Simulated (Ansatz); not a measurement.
```yaml
crystal:
  periodic: [false, false, false]
  atoms:
    - {symbol: C, position_ang: [-0.981692, 0.667409, -0.980381]}
    - {symbol: Si, position_ang: [-0.188272, -0.649871, 0.087245]}
    - {symbol: As, position_ang: [1.209468, 0.381394, 1.697399]}
    - {symbol: H, position_ang: [-1.665828, 0.216240, -1.702932]}
    - {symbol: H, position_ang: [-0.223733, 1.226435, -1.533703]}
    - {symbol: H, position_ang: [-1.547382, 1.373705, -0.368840]}
    - {symbol: H, position_ang: [0.561027, -1.618966, -0.758060]}
    - {symbol: H, position_ang: [-1.229222, -1.404576, 0.838485]}
    - {symbol: H, position_ang: [1.871853, -0.938160, 2.067092]}
    - {symbol: H, position_ang: [2.276780, 0.695191, 0.656693]}
basis:
  gaussian: {orbitals: 6-31G, final_grid: {core_spheres: 5, valence_spheres: 4, degree: 11}}
magnetization: {spin_polarized: true, initial_magnetization: 2}
hamiltonian: {xc: {name: PBE}}
correlation: {method: rpa}
scf: {lower_state_search: light}
```

```sh
$ ansatz run in.yaml --threads 2 --pin off --events-out ev --progress --plain --max-ram 4352MiB
```

Output, abridged:

```
Functional definition: PBE
741 factors; integrals over basis functions are off by at most 3.2e-4 eV
mean field evaluation 1: about -69832.1275 eV, gradient 3.4e1 eV
mean field evaluation 2: about -69832.1743 eV, gradient 3.4e1 eV
mean field evaluation 4: about -69835.6362 eV, gradient 1.5e1 eV
mean field evaluation 8: about -69838.2134 eV, gradient 6.8e-1 eV
mean field evaluation 16: about -69838.2219 eV, gradient 8.0e-4 eV
mean field -69838.22187889 eV, -2566.5073160024 hartree, gradient 9.2e-6 eV, S^2 2.002734; 7 other end points of the search recorded, 0 dependent functions left out
15 core orbitals not correlated: weight in the atoms' cores, before any rotation towards them, 1.000 or more for the frozen orbitals, at most 0.000 for the correlated occupied ones
reference -69781.02141207 eV, -2564.4052376185 hartree; 16, 14 occupied and 34, 36 virtual orbitals, 741 factors
Total energy: -69796.62388789 eV, -2564.9786180289 hartree
```

It took 3.8 s on 2 threads of an Arm Neoverse V2 on a shared host, with 0.44 GiB of host memory at the peak.
